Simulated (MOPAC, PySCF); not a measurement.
H$_{4}$S$_{4}$Sn, SMILES `[SH][Sn]([SH])([SH])[SH]`, neutral singlet in the gas phase. 

Cartesian coordinates (Å):
```xyz
9

S     -1.1267     1.1322    -1.8373
Sn    -0.0005     0.0000     0.0003
S      1.1268     1.7419     1.2739
S      1.4190    -1.6932    -1.0220
S     -1.4206    -1.1808     1.5865
H     -1.4789     2.1800    -1.0541
H      1.2959     0.9323     2.3469
H      1.7607    -0.8753    -2.0465
H     -1.5757    -2.2370     0.7523
```
Charge 0, spin multiplicity 1.

All levels are single points at this geometry (B3LYP-D3(BJ)/def2-SVP); Pople sets use spherical d functions. Orbital energies aren't observables, and empty levels follow the basis.

```tsv
level	HOMO (eV)	LUMO (eV)	gap (eV)	dipole (D)	vertical IE, Delta-SCF (eV)
PBE-D3(BJ)/def2-TZVP in PySCF	-6.46	-3.21	3.25	0.00	–
TPSSh-D3(BJ)/def2-TZVP in PySCF	-7.06	-2.80	4.26	0.00	–
B3LYP/6-311+G** (LANL2DZ on Sn) in PySCF	-7.56	-2.70	4.86	0.00	–
B3LYP/6-31G* (LANL2DZ on Sn) in PySCF	-7.52	-2.61	4.91	0.00	9.51
B3LYP/LANL2DZ in PySCF	-7.73	-2.91	4.82	0.00	–
BP86/6-31G* (LANL2DZ on Sn) in PySCF	-6.66	-3.32	3.34	0.00	–
M06-2X/6-31G* (LANL2DZ on Sn) in PySCF	-9.00	-1.73	7.27	0.00	–
PBE/6-31G* (LANL2DZ on Sn) in PySCF	-6.55	-3.22	3.34	0.00	–
SVWN5/6-31G* (LANL2DZ on Sn) in PySCF	-6.65	-3.32	3.33	0.00	–
HF/6-31G* (LANL2DZ on Sn) in PySCF	-10.70	0.80	11.50	0.00	–
AM1 in MOPAC	-9.96	-4.47	5.50	0.00	–
PM3 in MOPAC	-10.08	-3.52	6.56	0.00	–
PM6 in MOPAC	-9.87	-2.37	7.50	0.00	–
```
